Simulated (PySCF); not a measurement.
## Removing the step error of a finite difference

System: H3ClO2Si (SMILES O[SiH](O)Cl), singlet, geometry from GFN2-xTB. Level: CAMB3LYP/6-31G, polarisability run with PySCF. Sums are taken with unrounded values, so a last digit can differ.

Second differences of the energy in a field along z gave a polarisability along z of 34.740 bohr³ at step 0.02 and 35.141 bohr³ at step 0.05 (atomic units).

Question: Extrapolate to zero step.

Answer: The leading error of a symmetric difference goes as h², so A(h) = A0 + c h². Then c = (35.141 - (34.740))/(0.05² - 0.02²) = 191 (atomic units) and A0 = 34.740 - c × 0.02² = 34.664 bohr³. The analytic value from the same program and level is 34.668 bohr³: the smaller step missed it by 0.072, the extrapolation by -0.004.
